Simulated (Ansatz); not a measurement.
System: sum formula H₂BO₃, charge -1, multiplicity 1. It need not be the lowest isomer of its formula. Whether it binds its extra electron was not tested at this geometry. 
Geometry from a B3LYP-D3(BJ)/def2-TZVP (Ansatz, a program for electronic structure) optimisation:
SMILES: [O-]B(O)O
```xyz
6

O     -1.2609    -0.7831    -0.0568
B     -0.1765    -0.1096    -0.0080
O     -0.1129     1.3532     0.0003
O      1.1614    -0.7020     0.0469
H      0.7446     1.6625     0.3046
H      1.8364    -0.0596    -0.1882
```
Charge -1, spin multiplicity 1.

Basis-set convergence of Hartree-Fock and MP2 correlation energies (hartree) with Ansatz. Cores are frozen in the correlated levels unless marked. Spin-orbit coupling is left out. No relativistic terms.

| basis | functions | E(HF) | E(corr, MP2) |
|---|---|---|---|
| aug-cc-pVDZ | 110 | -250.62219 | -0.70394 |
| aug-cc-pVTZ | 230 | ? | ? |

### Question
Complete the blanks.

### Answer

- aug-cc-pVTZ, E(HF): -250.68679
- aug-cc-pVTZ, E(corr, MP2): -0.85672
